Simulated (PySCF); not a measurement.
## Simulated characterisation data

Method: shielding tensors at PBE0/pcSseg-1 (GIAO), structure optimised with GFN2-xTB, in PySCF (non-relativistic Hamiltonian, one conformer, in vacuum, equivalent nuclei averaged).

Chemical shifts δ = σref − σ; TMS for ¹H and ¹³C, all at this level. Splittings of carbon signals by F and P are missing where no couplings were computed. Where no couplings were computed, multiplicities follow the n + 1 count of equivalent neighbours, and m marks all less simple cases (inequivalent or close neighbours, rings, F or P nearby). Shifts are as computed. Against solution values, carbons near 30 ppm lie about +3 ppm off and those near 130 ppm about +5 ppm. Of 1211 compounds with measured shifts, 218 miss one by over three times the rms of a fit or turn the order of signals round; such compounds aren't used in these exercises.

**1.** SMILES CC(C)P1(=O)C=CCC=C1, C8H13OP. ¹H NMR (600 MHz, computed): δ 6.90 (m, 2H), 6.65 (m, 2H), 3.06 (m, 1H), 2.61 (m, 1H), 1.31 (m, 6H), 1.21 (m, 1H). ¹³C{¹H} NMR (computed): δ 147.4, 138.0, 36.2, 33.7, 16.9.

**2.** `CP1CC[SiH](F)CC1`, C5H12FPSi. ¹H NMR (600 MHz, computed): δ 5.18 (m, 1H), 1.95 (m, 2H), 1.49 (m, 2H), 1.24 (m, 2H), 1.02 (m, 2H), 0.96 (m, 3H). ¹³C{¹H} NMR (computed): δ 31.2, 17.3, 14.1.
